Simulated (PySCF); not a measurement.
## Working out the ionisation energy of In

In [Kr] 4d10 5s2 5p1 (2P) → In⁺ [Kr] 4d10 5s2 (1S). Calculation: PySCF 2.14, in aug-cc-pwCVDZ-PP with ECP28MDF (6s5p4d1f, 48 functions); a scalar-relativistic core potential. Frozen: 4s2 4p6 4d10. Energies in hartree (1 hartree = 27.21139 eV):

| part | In (lower) | In⁺ (upper) |
| --- | --- | --- |
| UHF | -189.205747 | -189.014394 |
| CCSD correlation | -0.039904 | -0.032487 |
| (T) | -0.000569 | 0.000000 |

What does Hartree-Fock give?

(-189.014394) − (-189.205747) = 0.191353 hartree = 5.207 eV.

What do CCSD and CCSD(T) give?

The CCSD correlation energies differ by 0.007417 hartree = 0.202 eV and the triples by 0.000569 hartree = 0.015 eV, so CCSD gives 5.409 eV and CCSD(T) 5.424 eV.

Measured between the centres of the two terms (NIST): 5.603 eV, so CCSD(T) (valence) is off by -0.179 eV.

A double-zeta basis recovers only part of the correlation energy.

What remains against the reference includes basis incompleteness, the frozen core and higher excitations.
